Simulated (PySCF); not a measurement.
Species: C₂H₆BFO.
Cartesian coordinates in Å at the PBE0-D3(BJ)/def2-SVP level; atoms count from 1:
```
atom  x, y, z in Å
B1     2.0372    0.0790    0.0328
O2     0.7807    0.4221    0.3791
C3    -0.3091   -0.4127    0.1241
C4    -1.5313    0.4117   -0.1628
F5    -0.5186   -1.1677    1.2404
H6     2.2339   -0.9445   -0.5878
H7     2.9168    0.8413    0.3491
H8    -0.0581   -1.1075   -0.6986
H9    -1.3839    1.0130   -1.0704
H10   -2.4013   -0.2440   -0.3034
H11   -1.7204    1.0849    0.6851
```

Jobs on this species (11 atoms, 40 electrons) with PySCF (density fitting). Hardware of each: one thread, Intel Xeon Platinum 8488C (x86_64), on a shared host. Other jobs ran on the host; a repeat could differ by tens of per cent or more. Peak memory is the resident size of the whole Python process, interpreter and libraries included.

```
                                                                 level and settings                                                          work  basis functions  SCF cycles  wall time  peak memory
      delta-SCF UKS HF, pcX-2 on the ionised atom, pcseg-1 elsewhere, spin-free X2C                                 ΔSCF core ionisation, 5 holes              131           ?          ?            ?
    delta-SCF UKS SCAN, pcX-1 on the ionised atom, pcseg-1 elsewhere, spin-free X2C                                 ΔSCF core ionisation, 5 holes              110          82       21 s     0.50 GiB
 delta-SCF UKS SCAN, pcX-2 on the ionised atom, pcseg-1 elsewhere, non-relativistic                                 ΔSCF core ionisation, 5 holes              131          83       24 s     0.50 GiB
    delta-SCF UKS PBE0, pcX-2 on the ionised atom, pcseg-1 elsewhere, spin-free X2C                                 ΔSCF core ionisation, 5 holes              131          77       28 s     0.50 GiB
                                                 PBE0-D3(BJ)/def2-SVP, grid level 1  geometry optimisation from a GFN2-xTB start shaken at random              100          62       34 s     0.41 GiB
    delta-SCF UKS SCAN, pcX-2 on the ionised atom, pcseg-1 elsewhere, spin-free X2C                                 ΔSCF core ionisation, 5 holes              131          83       25 s     0.45 GiB
     delta-SCF UKS PBE, pcX-2 on the ionised atom, pcseg-1 elsewhere, spin-free X2C                                 ΔSCF core ionisation, 5 holes              131          82       17 s     0.50 GiB
   delta-SCF UKS B3LYP, pcX-2 on the ionised atom, pcseg-1 elsewhere, spin-free X2C                                 ΔSCF core ionisation, 5 holes              131          77       29 s     0.51 GiB
delta-SCF UKS SCAN, def2-TZVP on the ionised atom, pcseg-1 elsewhere, spin-free X2C                                 ΔSCF core ionisation, 5 holes              117          82       23 s     0.50 GiB
```

Question: Fill in the missing figures.

Answer: 
- delta-SCF UKS HF, pcX-2 on the ionised atom, pcseg-1 elsewhere, spin-free X2C; ΔSCF core ionisation, 5 holes: 14 s, 0.50 GiB, 76 SCF cycles

Question: What do all jobs in the table cost together?

Answer: About 3.6 min; the longest takes about 16 % of that, and about 2.4 times as long as the shortest.
